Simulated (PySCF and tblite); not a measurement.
The numbers below are computed, except where a source is named.
System: C7H8O3, numbered as in [CH3:1][O:2]/[CH:3]=[CH:4]\[CH2:5][C:6]#[C:7][C:8](=[O:9])[OH:10].

For the shift of H on O10 from O10 to O9: electronic barrier 27.68 kcal/mol, zero-point change -3.03 kcal/mol, thermal and entropy terms at 250 K a further 0.07 kcal/mol (symmetry numbers apart). The minimum is C1, the saddle C1. The path came from a restrained scan, a climbing-image band and a saddle search at GFN2-xTB; energies are PBE/pcSseg-1 + D3(BJ)//GFN2-xTB, thermal terms GFN2-xTB. Rates follow Eyring's equation with the number of equivalent paths and no tunnelling. (PySCF 2.14 with density fitting, tblite 0.8.)

How many equivalent paths lead out of the minimum?

1: the symmetry number of the minimum is 1, that of the saddle displaced along its mode 1.

Work out the rate at 250 K.

ΔG‡ = 24.72 kcal/mol; k_B T/h = 5.2×10¹² s⁻¹; exp(−ΔG‡/RT) = 2.5×10⁻²²; times 1 gives k = 1.3×10⁻⁹ s⁻¹.

Tunnelling of the moving H, left out here, will speed the real process. In real samples such hydrogens mostly exchange between molecules or through solvent, far faster than by this path. DFT energies on a tight-binding saddle of a bond shift can be off by several kcal/mol.
